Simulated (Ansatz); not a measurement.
```yaml
crystal:
  periodic: [false, false, false]
  atoms:
    - {symbol: C, position_ang: [-0.495307, -0.085257, 3.086273]}
    - {symbol: O, position_ang: [1.443435, -1.832725, 2.651552]}
    - {symbol: Sn, position_ang: [2.038186, -4.286183, -0.100315]}
    - {symbol: S, position_ang: [0.156031, -2.120127, -3.711017]}
    - {symbol: C, position_ang: [0.036265, 1.232171, -2.983964]}
    - {symbol: H, position_ang: [-1.300498, -0.404593, 4.967673]}
    - {symbol: H, position_ang: [0.234766, 1.853827, 3.036192]}
    - {symbol: H, position_ang: [-2.034804, -0.224016, 1.705004]}
    - {symbol: H, position_ang: [-1.882225, 1.791560, -2.490470]}
    - {symbol: H, position_ang: [0.619645, 2.247500, -4.678267]}
    - {symbol: H, position_ang: [1.308475, 1.720130, -1.443734]}
basis:
  gaussian: {orbitals: ANO-RCC-VTZP, fitting: {mean_field: cc-pVTZ-jkfit}}
hamiltonian: {xc: {name: r2SCAN50}, dispersion: d4}
output: {forces: true}
```

```sh
$ ansatz run in.yaml --threads 2 --pin off --events-out ev --progress --plain --max-ram 20480MiB --backend cpu
```

**Question.** How does Ansatz answer? (An estimate is asked.)

**Answer.** Computed: The input was rejected before any iteration.
```
Functional definition: r2SCAN50
Error: <dir> the basis set cc-pVTZ-JKFIT has no functions for Sn
```
